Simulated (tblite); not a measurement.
Compound: C₅H₇FNPS.
InChI=1S/C5H7FNPS/c1-7(2)5-8-4(6)3-9-5/h3H,1-2H3

Calculated harmonic vibrations of the isolated species, GFN2-xTB (tblite), most abundant isotopes, no scaling. Against measured fundamentals such values can be off by several per cent, at times by over 20.

Harmonic wavenumbers (cm⁻¹): 76.4, 80.2, 92.0, 104.3, 190.2, 193.8, 261.9, 308.7, 326.0, 406.9, 416.5, 441.9, 449.5, 492.4, 602.8, 690.3, 700.4, 876.9, 923.6, 989.2, 1053.0, 1091.9, 1093.9, 1096.0, 1150.8, 1184.7, 1293.9, 1399.6, 1407.6, 1440.1, 1452.1, 1464.1, 1473.9, 1487.7, 1523.0, 2918.8, 2922.9, 2969.4, 2975.9, 3033.3, 3040.8, 3143.4.

A = 2264, B = 900.1, C = 649.7 MHz; mass 163.002 u (most abundant isotopes); point group C1, symmetry number 1.

**Question.** What is the zero-point energy?

**Answer.** ½Σν̃ = 24620 cm⁻¹ = 70.39 kcal/mol.

**Question.** Entropy at 298.15 K, 1 bar (ideal gas, RRHO, classical rotation)?

**Answer.** Translation 41.20, rotation 29.87, vibration 29.66: S = 100.7 cal/(mol K).

**Question.** And Cp and H(298.15 K) − H(0)?

**Answer.** Cp = 37.98 cal/(mol K), of which vibrations give 30.03 (their classical limit is 42 R = 83.5); H(298.15 K) − H(0) = 7.10 kcal/mol without the zero-point energy, 4.73 from vibrations.

**Question.** Blend soft modes into free rotors: weight 1/[1 + (100 cm⁻¹/ν̃)⁴] for the oscillator and the rest for a rotor with moment μB/(μ + B), μ = h/(8π²ν), B = 10⁻⁴⁴ kg m². What vibrational entropy results?

**Answer.** 27.81 cal/(mol K) in place of 29.66, which changes −T·S at 298.15 K by +0.55 kcal/mol.

**Question.** Which modes carry the vibrational entropy at 298.15 K?

**Answer.** 76.4 cm⁻¹: 3.98; 80.2 cm⁻¹: 3.89; 92.0 cm⁻¹: 3.62; 104.3 cm⁻¹: 3.37; 190.2 cm⁻¹: 2.23; 193.8 cm⁻¹: 2.19 cal/(mol K); the other 36 give 10.39 together.

**Question.** How do the functions run with temperature in this model?

**Answer.** 
```
T (K)  S (cal/(mol K))  Cp (cal/(mol K))  H − H(0) (kcal/mol)  G − H(0) (kcal/mol)  ln q(vib)
  100             70.6              19.4                 1.31                -5.75       1.53
  200             87.3              29.6                 3.78               -13.68       4.26
  300            101.0              38.1                 7.17               -23.12       6.98
  500            124.0              52.5                16.32               -45.69      12.15
  800            151.9              66.1                34.31               -87.25      19.17
 1000            167.4              71.9                48.14              -119.21      23.38
```

q(vib) and H(0) count from the zero-point level.

**Question.** What must be added to the electronic energy to get the Gibbs energy at 298.15 K and 1 bar?

**Answer.** ZPE + [H(298.15 K) − H(0)] − T·S = 70.39 + 7.10 − 30.03 = 47.46 kcal/mol.

Hindered rotation and anharmonicity are outside this model. The structure is chiral; the term R ln 2 for an equal mix with its mirror image is left out.

Hardware: one thread of an Arm Neoverse V2, no GPU, on a shared host. This covers the Hessian and the dipole derivatives.

Shape of the structure used: `[CH3:1][N:2]([CH3:3])[c:4]1[p:5][c:6]([F:7])[cH:8][s:9]1`: C1–N2–C4–P5 -171°.
